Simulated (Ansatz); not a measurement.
Basis sets compared for Nb₃Si₃. The state is a doublet with charge 0. Geometry PBE-D4/def2-SVP. Ansatz on 4 threads of Arm Neoverse V2 on a shared host; times are rough, and most runs start from earlier orbitals.

```
atom   x (Å)   y (Å)   z (Å)
 Nb1   1.333   0.500   0.306
 Nb2  -0.726   1.603  -0.599
 Nb3   0.263  -0.277  -1.819
 Si4   0.904  -2.012  -0.117
 Si5  -1.096  -0.825   0.386
 Si6  -0.679   1.011   1.843
```

In the def2 sets Nb takes a core potential; there is no spin–orbit coupling. At r2SCAN-D4/def2-TZVP, r2SCAN-D4/def2-TZVPD, PBE0-D4/def2-TZVP, PBE0-D4/def2-TZVPD the charge 0 doublet is spin-contaminated (final ⟨S²⟩ up to 0.83, 0.75 for a pure state). Another isomer (doublet) lies 0.09 eV lower at PBE0-D4/def2-TZVP.

Binding counts from free atoms (Nb sextet, Si triplet) in the same basis, without a counterpoise term.

```csv
level,functions,energy (Eh),HOMO (eV),LUMO (eV),binding per atom (eV),wall time
PBE-D4/def2-SVP,147,-1038.7407,-4.15,-3.68,4.07,6 s
PBE-D4/def2-TZVP,231,-1039.0917,-4.09,-3.61,4.11,11 s
r2SCAN-D4/def2-TZVP,231,-1039.4176,-4.26,-3.43,3.69,59 s
PBE0-D4/def2-SVP,147,-1038.6504,-4.97,-2.93,3.55,9 s
PBE0-D4/def2-TZVP,231,-1038.9995,-4.89,-2.83,3.59,41 s
```

Problem. Estimate the rows for PBE-D4/def2-TZVPD, r2SCAN-D4/def2-TZVPD, PBE0-D4/def2-TZVPD.

Solution. 
```json
{"level": "PBE-D4/def2-TZVPD", "functions": "249", "energy (Eh)": "-1039.0922", "HOMO (eV)": "-4.10", "LUMO (eV)": "-3.61", "binding per atom (eV)": "4.11", "wall time": "11 s"}
{"level": "r2SCAN-D4/def2-TZVPD", "functions": "249", "energy (Eh)": "-1039.4181", "HOMO (eV)": "-4.27", "LUMO (eV)": "-3.44", "binding per atom (eV)": "3.69", "wall time": "65 s"}
{"level": "PBE0-D4/def2-TZVPD", "functions": "249", "energy (Eh)": "-1039.0000", "HOMO (eV)": "-4.90", "LUMO (eV)": "-2.84", "binding per atom (eV)": "3.60", "wall time": "66 s"}
```
